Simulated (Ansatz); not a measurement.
Reaction: H2SiOF (SMILES F[SiH]O, doublet) → H2SiOF (SMILES [O][SiH2]F, doublet)
Each species at its own B3LYP-D3(BJ)/def2-TZVP minimum (Ansatz, a quantum-chemistry and plane-wave program), one conformer.

Quantity: isomerisation energy (electronic), in kcal/mol. Radicals and triplets start from unrestricted determinants; spin-orbit coupling is neglected. CBS(X,Y): correlation extrapolated as X^-3, Hartree-Fock from the larger set. A bracket is a step between two methods taken in the basis named. The functionals are non-relativistic, so their misses hold any scalar relativity. Double hybrids freeze cores in their MP2 part. 'core' is core correlation in cc-pwCVTZ (1s frozen past Ne), 'X2C' scalar relativity in cc-pVTZ-DK, both at CCSD(T).

CCSD(T)/CBS(cc-pV(T+d)Z,cc-pV(Q+d)Z) + [CCSDT(Q) - CCSD(T)]/cc-pV(D+d)Z + core + X2C (Ansatz) gives 26.8 kcal/mol.

Q: What does PBE/def2-TZVPD (Ansatz) give here, and how do the other levels compare?

A: PBE gives 27.0 kcal/mol, 0.2 kcal/mol above it. Differences of the others: r2SCAN/def2-TZVPD (Ansatz) -1.7; PBE0/def2-TZVPD (Ansatz) -0.6; wB97M-V/def2-TZVPD (Ansatz) -2.6; B2PLYP/def2-TZVPD (Ansatz) -0.8; CCSD(T)/CBS(cc-pV(T+d)Z,cc-pV(Q+d)Z) + core + X2C (Ansatz) 0.0 kcal/mol. Nearer than PBE: CCSD(T)/CBS(cc-pV(T+d)Z,cc-pV(Q+d)Z) + core + X2C.
